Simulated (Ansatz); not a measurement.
C₁₁H₁₃ClHf (`[CH3][Hf]12345678([Cl])([C@H]9[C@@H]1[C@@H]2[C@@H]3[C@H]94)[C@H]1[C@@H]5[C@@H]6[C@@H]7[C@H]18`), relaxed with RKS PBE0-D4/def2-TZVP in Ansatz 0.2.0 from a GFN2-xTB geometry. The force threshold is 0.005 eV/Å; the program also tests the step.

Total charge 0; spin multiplicity 1. Hf takes the def2 core potential.

Start:

```xyz
26

C     1.534    1.829    0.324
Hf    0.338   -0.003    0.335
Cl    1.504   -0.942    2.139
C     2.020   -1.340   -1.088
C     1.501   -0.332   -1.926
C     0.121   -0.578   -2.103
C    -0.206   -1.750   -1.382
C     0.968   -2.213   -0.748
C    -1.901   -0.661    1.167
C    -2.132    0.160    0.035
C    -1.749    1.477    0.365
C    -1.320    1.478    1.712
C    -1.424    0.170    2.206
H     2.593    1.613    0.132
H     1.508    2.328    1.302
H     1.229    2.581   -0.417
H     3.059   -1.477   -0.830
H     2.079    0.414   -2.451
H    -0.523   -0.063   -2.802
H    -1.135   -2.298   -1.455
H     1.074   -3.148   -0.217
H    -2.233   -1.685    1.287
H    -2.663   -0.130   -0.860
H    -1.913    2.352   -0.246
H    -1.073    2.354    2.293
H    -1.256   -0.135    3.229
```

```json
{"step": "1", "energy (eV)": "-25438.8575", "largest force (eV/Å)": "0.850", "largest move (Å)": "0.000"}
{"step": "2", "energy (eV)": "-25439.1027", "largest force (eV/Å)": "0.611", "largest move (Å)": "0.195"}
{"step": "3", "energy (eV)": "-25439.2362", "largest force (eV/Å)": "0.178", "largest move (Å)": "0.122"}
{"step": "4", "energy (eV)": "-25439.2456", "largest force (eV/Å)": "0.116", "largest move (Å)": "0.051"}
{"step": "5", "energy (eV)": "-25439.2471", "largest force (eV/Å)": "0.036", "largest move (Å)": "0.023"}
{"step": "6", "energy (eV)": "-25439.2479", "largest force (eV/Å)": "0.021", "largest move (Å)": "0.022"}
{"step": "7", "energy (eV)": "-25439.2492", "largest force (eV/Å)": "0.080", "largest move (Å)": "0.056"}
{"step": "8", "energy (eV)": "-25439.2503", "largest force (eV/Å)": "0.089", "largest move (Å)": "0.086"}
{"step": "9", "energy (eV)": "-25439.2513", "largest force (eV/Å)": "0.061", "largest move (Å)": "0.014"}
{"step": "10", "energy (eV)": "-25439.2543", "largest force (eV/Å)": "0.116", "largest move (Å)": "0.125"}
{"step": "11 (rejected)", "energy (eV)": "-25439.2530", "largest force (eV/Å)": "0.173", "largest move (Å)": "0.149"}
{"step": "12", "energy (eV)": "-25439.2574", "largest force (eV/Å)": "0.077", "largest move (Å)": "0.073"}
{"step": "13 (rejected)", "energy (eV)": "-25439.2570", "largest force (eV/Å)": "0.153", "largest move (Å)": "0.097"}
{"step": "14", "energy (eV)": "-25439.2592", "largest force (eV/Å)": "0.039", "largest move (Å)": "0.047"}
{"step": "15", "energy (eV)": "-25439.2603", "largest force (eV/Å)": "0.017", "largest move (Å)": "0.049"}
{"step": "16", "energy (eV)": "-25439.2609", "largest force (eV/Å)": "0.032", "largest move (Å)": "0.073"}
{"step": "17", "energy (eV)": "-25439.2612", "largest force (eV/Å)": "0.019", "largest move (Å)": "0.024"}
{"step": "18", "energy (eV)": "-25439.2613", "largest force (eV/Å)": "0.014", "largest move (Å)": "0.010"}
{"step": "19", "energy (eV)": "-25439.2614", "largest force (eV/Å)": "0.009", "largest move (Å)": "0.004"}
{"step": "20", "energy (eV)": "-25439.2614", "largest force (eV/Å)": "0.003", "largest move (Å)": "0.008"}
```

End:

```xyz
26

C     1.343    1.908   -0.011
Hf    0.315   -0.067    0.375
Cl    1.643   -0.756    2.263
C     2.029   -1.342   -0.978
C     1.477   -0.386   -1.851
C     0.117   -0.706   -2.047
C    -0.165   -1.878   -1.305
C     1.015   -2.266   -0.644
C    -2.063   -0.600    0.947
C    -2.112    0.448   -0.005
C    -1.574    1.603    0.593
C    -1.196    1.274    1.914
C    -1.513   -0.078    2.135
H     2.418    1.740   -0.144
H     1.219    2.570    0.852
H     0.989    2.452   -0.893
H     3.039   -1.349   -0.598
H     1.996    0.456   -2.281
H    -0.578   -0.164   -2.670
H    -1.115   -2.387   -1.259
H     1.122   -3.104    0.029
H    -2.414   -1.611    0.803
H    -2.502    0.375   -1.009
H    -1.455    2.567    0.123
H    -0.717    1.935    2.621
H    -1.316   -0.633    3.040
```

Hardware: 11 threads of an AMD EPYC 7R13 on a shared host and a whole NVIDIA H100 80 GB. Wall time 37 s, peak host memory 1.4 GiB.
